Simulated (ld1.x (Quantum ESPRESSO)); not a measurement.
# Building the TM potential for Te (Z = 52) (LDA (PZ), fully relativistic).

The input file (ld1.x (Quantum ESPRESSO) 7.5):

```
&input
   title='Te', zed=52., rel=2, dft='PZ', iswitch=3,
   config='[Kr] 4d10 5s2 5p4', rel_dist='average',
   nld=3, rlderiv=1.75, eminld=-3.0, emaxld=5.0, deld=0.02
 /
 &inputp
   pseudotype=2, tm=.true., lloc=-1, rcloc=1.20,
   nlcc=.true., rcore=1.20,
   file_pseudopw='Te.UPF', file_wfcaegen='ae.wfc', file_wfcncgen='nc.wfc', file_beta='beta', file_chi='chi'
 /
2
5S  1  0   2.00   0.00  1.60  1.60  0.0
5P  2  1   4.00   0.00  1.55  1.55  0.0
 &test
   configts(1)='5s2 5p4'
 /
```

Command:

```bash
ld1.x < Te.in > Te.out
```

Output (shortened: banner, matrices, multipoles, cross overlaps and the repeated all-electron block are left out):

```
Program LD1 v.7.5
     --------------------------- All-electron run ----------------------------

     Te
     dirac relativistic calculation

     atomic number is 52.00
     dft =PZ   lsd =0 sic =0 latt =0  beta=0.20 tr2=1.0E-14
     Exchange-correlation= PZ
                           (   1   1   0   0   0   0   0)
     mesh =1245 r(mesh) =  99.36066 a.u. xmin = -7.00 dx = 0.01250
     1 Ry =  13.60569312 eV, c = 137.03599908

     n l j   nl                  e(Ry)          e(Ha)          e(eV)
     Spin orbit split results
     1 0 0.5 1S 1( 2.00)     -2320.4299     -1160.2150    -31571.0572
     2 0 0.5 2S 1( 2.00)      -355.7947      -177.8973     -4840.8330
     2 1 0.5 2P 1( 2.00)      -333.5237      -166.7618     -4537.8208
     2 1 1.5 2P 1( 4.00)      -313.3770      -156.6885     -4263.7113
     3 0 0.5 3S 1( 2.00)       -70.7693       -35.3847      -962.8660
     3 1 0.5 3P 1( 2.00)       -61.5976       -30.7988      -838.0779
     3 1 1.5 3P 1( 4.00)       -57.8439       -28.9220      -787.0066
     4 0 0.5 4S 1( 2.00)       -12.0420        -6.0210      -163.8395
     4 1 0.5 4P 1( 2.00)        -8.8858        -4.4429      -120.8969
     4 1 1.5 4P 1( 4.00)        -8.1653        -4.0827      -111.0947
     3 2 1.5 3D 1( 4.00)       -41.6036       -20.8018      -566.0461
     3 2 2.5 3D 1( 6.00)       -40.8178       -20.4089      -555.3544
     4 2 1.5 4D 1( 4.00)        -3.1262        -1.5631       -42.5340
     4 2 2.5 4D 1( 6.00)        -3.0177        -1.5088       -41.0576
     5 0 0.5 5S 1( 2.00)        -1.1278        -0.5639       -15.3438
     5 1 0.5 5P 1( 1.33)        -0.4912        -0.2456        -6.6838
     5 1 1.5 5P 1( 2.67)        -0.4310        -0.2155        -5.8634
     Averaged results
     1 0     1S 1( 2.00)     -2320.4299     -1160.2150    -31571.0572
     2 0     2S 1( 2.00)      -355.7947      -177.8973     -4840.8330
     2 1     2P 1( 6.00)      -320.0926      -160.0463     -4355.0811
     3 0     3S 1( 2.00)       -70.7693       -35.3847      -962.8660
     3 1     3P 1( 6.00)       -59.0951       -29.5476      -804.0304
     4 0     4S 1( 2.00)       -12.0420        -6.0210      -163.8395
     4 1     4P 1( 6.00)        -8.4055        -4.2027      -114.3621
     3 2     3D 1(10.00)       -41.1321       -20.5661      -559.6311
     4 2     4D 1(10.00)        -3.0611        -1.5305       -41.6481
     5 0     5S 1( 2.00)        -1.1278        -0.5639       -15.3438
     5 1     5P 1( 4.00)        -0.4511        -0.2255        -6.1369

     final scf error:  9.0E-15 reached in  37 iterations

     Etot =  -13582.332634 Ry,   -6791.166317 Ha, -184797.049716 eV

     Ekin =   14360.954387 Ry,    7180.477194 Ha,  195390.738344 eV
     Encl =  -33006.475264 Ry,  -16503.237632 Ha, -449075.973517 eV
     Eh   =    5403.888615 Ry,    2701.944308 Ha,   73523.650171 eV
     Exc  =    -340.700372 Ry,    -170.350186 Ha,   -4635.464714 eV

     normalization and overlap integrals

     s(1S/1S) =  1.000000  <r> =   0.0278  <r2> =    0.0010  r(max) =   0.0181
     s(2S/2S) =  1.000000  <r> =   0.1195  <r2> =    0.0169  r(max) =   0.1014
     s(2P/2P) =  1.000000  <r> =   0.1009  <r2> =    0.0125  r(max) =   0.0780
     s(2P/2P) =  1.000000  <r> =   0.1064  <r2> =    0.0138  r(max) =   0.0830
     s(3S/3S) =  1.000000  <r> =   0.3223  <r2> =    0.1189  r(max) =   0.2934
     s(3P/3P) =  1.000000  <r> =   0.3126  <r2> =    0.1136  r(max) =   0.2791
     s(3P/3P) =  1.000000  <r> =   0.3240  <r2> =    0.1218  r(max) =   0.2897
     s(4S/4S) =  1.000000  <r> =   0.7647  <r2> =    0.6616  r(max) =   0.7038
     s(4P/4P) =  1.000000  <r> =   0.8015  <r2> =    0.7335  r(max) =   0.7216
     s(4P/4P) =  1.000000  <r> =   0.8307  <r2> =    0.7878  r(max) =   0.7492
     s(3D/3D) =  1.000000  <r> =   0.2949  <r2> =    0.1031  r(max) =   0.2372
     s(3D/3D) =  1.000000  <r> =   0.2985  <r2> =    0.1055  r(max) =   0.2402
     s(4D/4D) =  1.000000  <r> =   0.9661  <r2> =    1.0984  r(max) =   0.8076
     s(4D/4D) =  1.000000  <r> =   0.9786  <r2> =    1.1274  r(max) =   0.8177
     s(5S/5S) =  1.000000  <r> =   2.0772  <r2> =    4.9068  r(max) =   1.7749
     s(5P/5P) =  1.000000  <r> =   2.5730  <r2> =    7.6785  r(max) =   2.0881
     s(5P/5P) =  1.000000  <r> =   2.7073  <r2> =    8.5132  r(max) =   2.1952

     ------------------------ End of All-electron run ------------------------

     --------------------- Generating NC pseudopotential ---------------------

      Generating local potential from pseudized AE potential:
      Matching radius rcloc =   1.2000

      Local pseudo, rcloc= 1.190 Estimated cut-off energy=    17.60 Ry

      Computing core charge for nlcc:

       r > 1.20 : true rho core
       r < 1.20 : rho core = a sin(br)/r    a=  16.97  b=   2.17

      Integrated core pseudo-charge :  13.07

     Fully relativistic calculation: |psi|^2

     Wfc 5S LC norm =  0.99989779 SC norm =  0.00009561 missing  0.00000660

     Wfc 5P LC norm =  0.99993403 SC norm =  0.00006527 missing  0.00000070

     Wfc 5P LC norm =  0.99994051 SC norm =  0.00004988 missing  0.00000961

      Wfc   5S  rcut= 1.606  Using Troullier-Martins method

      Wfc   5P  rcut= 1.566  Using Troullier-Martins method

      Wfc   5P  rcut= 1.566  Using Troullier-Martins method

     ------------------- End of pseudopotential generation -------------------

     Computing logarithmic derivative in   1.74199
     Computing logarithmic derivative in   1.74199
     Computing the partial wave expansion
     R is outside the sphere for l=    0 j= 0.50
     R is outside the sphere for l=    1 j= 0.50
     R is outside the sphere for l=    1 j= 1.50

     ---------------------- Testing the pseudopotential ----------------------

     Te
     dirac relativistic calculation

     atomic number is 52.00   valence charge is  6.00
     dft =PZ   lsd =0 sic =0 latt =0  beta=0.20 tr2=1.0E-14
     mesh =1245 r(mesh) =  99.36066 xmin = -7.00 dx = 0.01250

     n l  j  nl             e AE (Ry)       e PS (Ry)    De AE-PS (Ry)
     1 0 0.5 5S   1( 2.00)       -1.12775       -1.12775        0.00000
     2 1 0.5 5P   1( 1.33)       -0.49125       -0.49122       -0.00003
     2 1 1.5 5P   1( 2.67)       -0.43095       -0.43095       -0.00000

     eps = 8.4E-15  iter =  6

     Etot =  -13582.332634 Ry,   -6791.166317 Ha, -184797.049716 eV
     Etotps =   -37.923376 Ry,     -18.961688 Ha,    -515.973811 eV

     Ekin =       5.139987 Ry,       2.569993 Ha,      69.933082 eV
     Encl =     -35.866037 Ry,     -17.933018 Ha,    -487.982288 eV
     Ehrt =      13.186337 Ry,       6.593168 Ha,     179.409253 eV
     Ecxc =     -25.960880 Ry,     -12.980440 Ha,    -353.215769 eV
     (Ecc =     -21.376517 Ry,     -10.688258 Ha,    -290.842328 eV)
     Epseu=       5.577218 Ry,       2.788609 Ha,      75.881911 eV

     ---------------------- End of pseudopotential test ----------------------
```

Note: ghost states, extra bound levels that the all-electron valence spectrum of the same l lacks: s at -193.7 eV, p3/2 at -39.1 eV, p1/2 at -37.1 eV, d at -28.5 eV. A true bound ghost makes a file unfit for plane-wave use.

Generation and configuration tests took about 3 s on one core of a shared server CPU.

Transferability test of the new file with ld1.x, input:

```
&input
   title='Te', zed=52., rel=2, dft='PZ', iswitch=2,
   config='[Kr] 4d10 5s2 5p4', rel_dist='average'
 /
 &test
   file_pseudo='Te.UPF', nconf=8,
   configts(1)='5s2 5p4',
   configts(2)='5s2 5p3',
   configts(3)='5s2 5p2',
   configts(4)='5s2 5p1',
   configts(5)='5s2 5p3.5',
   configts(6)='5s1 5p5',
   configts(7)='5s1 5p4',
   configts(8)='5s2 5p4.3'
 /
```

```bash
ld1.x < Te.test.in > Te.test.out
```

Pseudopotential blocks of its output, shortened (energy terms left out):

```
     ---------------------- Testing the pseudopotential ----------------------

     n l  j  nl             e AE (Ry)       e PS (Ry)    De AE-PS (Ry)
     1 0 0.5 5S   1( 2.00)       -1.12775       -1.12775        0.00000
     2 1 0.5 5P   1( 1.33)       -0.49125       -0.49122       -0.00003
     2 1 1.5 5P   1( 2.67)       -0.43095       -0.43095       -0.00000

     eps = 5.3E-15  iter =  7

     Etot =  -13582.332634 Ry,   -6791.166317 Ha, -184797.049716 eV
     Etotps =   -37.923376 Ry,     -18.961688 Ha,    -515.973819 eV

     ---------------------- End of pseudopotential test ----------------------

          ---------------------- Testing the pseudopotential ----------------------

     n l  j  nl             e AE (Ry)       e PS (Ry)    De AE-PS (Ry)
     1 0 0.5 5S   1( 2.00)       -1.74324       -1.74580        0.00256
     2 1 0.5 5P   1( 1.00)       -1.06978       -1.07128        0.00150
     2 1 1.5 5P   1( 2.00)       -0.99935       -1.00073        0.00138

     eps = 2.6E-15  iter =  7

     Etot =  -13581.602223 Ry,   -6790.801112 Ha, -184787.111967 eV
     Etotps =   -37.192368 Ry,     -18.596184 Ha,    -506.027946 eV
     dEtot_ae =       0.730411 Ry
     dEtot_ps =       0.731008 Ry,   Delta E=      -0.000597 Ry

     ---------------------- End of pseudopotential test ----------------------

          ---------------------- Testing the pseudopotential ----------------------

     n l  j  nl             e AE (Ry)       e PS (Ry)    De AE-PS (Ry)
     1 0 0.5 5S   1( 2.00)       -2.42948       -2.43653        0.00705  !
     2 1 0.5 5P   1( 0.67)       -1.71619       -1.72046        0.00426
     2 1 1.5 5P   1( 1.33)       -1.63505       -1.63894        0.00389

     eps = 3.9E-16  iter =  7

     Etot =  -13580.264623 Ry,   -6790.132311 Ha, -184768.912988 eV
     Etotps =   -35.852127 Ry,     -17.926064 Ha,    -487.793038 eV
     dEtot_ae =       2.068011 Ry
     dEtot_ps =       2.071249 Ry,   Delta E=      -0.003238 Ry

     ---------------------- End of pseudopotential test ----------------------

          ---------------------- Testing the pseudopotential ----------------------

     n l  j  nl             e AE (Ry)       e PS (Ry)    De AE-PS (Ry)
     1 0 0.5 5S   1( 2.00)       -3.16950       -3.18278        0.01329  !
     2 1 0.5 5P   1( 0.33)       -2.41466       -2.42247        0.00781  !
     2 1 1.5 5P   1( 0.67)       -2.32215       -2.32920        0.00705  !

     eps = 2.5E-15  iter =  7

     Etot =  -13578.260861 Ry,   -6789.130431 Ha, -184741.650423 eV
     Etotps =   -33.842740 Ry,     -16.921370 Ha,    -460.453942 eV
     dEtot_ae =       4.071773 Ry
     dEtot_ps =       4.080636 Ry,   Delta E=      -0.008863 Ry

     ---------------------- End of pseudopotential test ----------------------

          ---------------------- Testing the pseudopotential ----------------------

     n l  j  nl             e AE (Ry)       e PS (Ry)    De AE-PS (Ry)
     1 0 0.5 5S   1( 2.00)       -1.42516       -1.42619        0.00103
     2 1 0.5 5P   1( 1.17)       -0.77068       -0.77125        0.00057
     2 1 1.5 5P   1( 2.33)       -0.70540       -0.70593        0.00053

     eps = 1.0E-14  iter =  8

     Etot =  -13582.038971 Ry,   -6791.019485 Ha, -184793.054220 eV
     Etotps =   -37.629596 Ry,     -18.814798 Ha,    -511.976742 eV
     dEtot_ae =       0.293664 Ry
     dEtot_ps =       0.293780 Ry,   Delta E=      -0.000116 Ry

     ---------------------- End of pseudopotential test ----------------------

          ---------------------- Testing the pseudopotential ----------------------

     n l  j  nl             e AE (Ry)       e PS (Ry)    De AE-PS (Ry)
     1 0 0.5 5S   1( 1.00)       -1.18334       -1.18567        0.00233
     2 1 0.5 5P   1( 1.67)       -0.53318       -0.53423        0.00105
     2 1 1.5 5P   1( 3.33)       -0.46968       -0.47053        0.00085

     eps = 2.8E-15  iter = 14

     Etot =  -13581.647955 Ry,   -6790.823977 Ha, -184787.734179 eV
     Etotps =   -37.238016 Ry,     -18.619008 Ha,    -506.649019 eV
     dEtot_ae =       0.684679 Ry
     dEtot_ps =       0.685360 Ry,   Delta E=      -0.000681 Ry

     ---------------------- End of pseudopotential test ----------------------

          ---------------------- Testing the pseudopotential ----------------------

     n l  j  nl             e AE (Ry)       e PS (Ry)    De AE-PS (Ry)
     1 0 0.5 5S   1( 1.00)       -1.80091       -1.80692        0.00601  !
     2 1 0.5 5P   1( 1.33)       -1.11602       -1.11940        0.00339
     2 1 1.5 5P   1( 2.67)       -1.04287       -1.04585        0.00298

     eps = 3.4E-15  iter =  7

     Etot =  -13580.875146 Ry,   -6790.437573 Ha, -184777.219583 eV
     Etotps =   -36.463310 Ry,     -18.231655 Ha,    -496.108607 eV
     dEtot_ae =       1.457488 Ry
     dEtot_ps =       1.460066 Ry,   Delta E=      -0.002578 Ry

     ---------------------- End of pseudopotential test ----------------------

          ---------------------- Testing the pseudopotential ----------------------

     n l  j  nl             e AE (Ry)       e PS (Ry)    De AE-PS (Ry)
     1 0 0.5 5S   1( 2.00)       -0.96122       -0.96084       -0.00038
     2 1 0.5 5P   1( 1.43)       -0.33478       -0.33455       -0.00023
     2 1 1.5 5P   1( 2.87)       -0.27740       -0.27723       -0.00018

     eps = 8.7E-15  iter =  8

     Etot =  -13582.444538 Ry,   -6791.222269 Ha, -184798.572250 eV
     Etotps =   -38.035248 Ry,     -19.017624 Ha,    -517.495907 eV
     dEtot_ae =      -0.111904 Ry
     dEtot_ps =      -0.111871 Ry,   Delta E=      -0.000033 Ry

     ---------------------- End of pseudopotential test ----------------------
```
